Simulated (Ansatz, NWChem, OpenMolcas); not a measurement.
## Worked example: vertical ionisation energy of C3H7I (SMILES CCCI)

C3H7I: 11 atoms, total charge 0, spin state singlet. SMILES: `CCCI`. Geometry: relaxed at PBE0-D4/def2-TZVP. This is one conformer, not always the lowest.

Both states at this one shape; open shells run unrestricted unless said. 1 Eh = 27.2114 eV.

| level | program | singlet C3H7I (Eh) | doublet C3H7I+ (Eh) |
| --- | --- | --- | --- |
| TPSS/def2-SVP (core potential) | OpenMolcas | -416.063128 | -415.720027 |
| M06-2X/def2-SVP (core potential) | NWChem | -416.000727 | -415.656737 |
| RPA@PBE/def2-SVP (core potential), 7 core orbitals frozen | Ansatz | -415.142900 | -414.801108 |
| CCSD/def2-SVP (core potential), 7 core orbitals frozen | Ansatz | -414.854188 | -414.516025 |

Problem. Work out the vertical ionisation energy at each level.

Solution. 
1. TPSS/def2-SVP (core potential): -415.720027 − (-416.063128) = 0.343101 Eh = 9.34 eV.
2. M06-2X/def2-SVP (core potential): -415.656737 − (-416.000727) = 0.343990 Eh = 9.36 eV.
3. RPA@PBE/def2-SVP (core potential): -414.801108 − (-415.142900) = 0.341792 Eh = 9.30 eV.
4. CCSD/def2-SVP (core potential): -414.516025 − (-414.854188) = 0.338163 Eh = 9.20 eV.

No measured value is set beside it here; the levels span 9.20 to 9.36 eV. Spin-orbit coupling, which splits open shells on such heavy atoms by tenths of an eV, is left out.
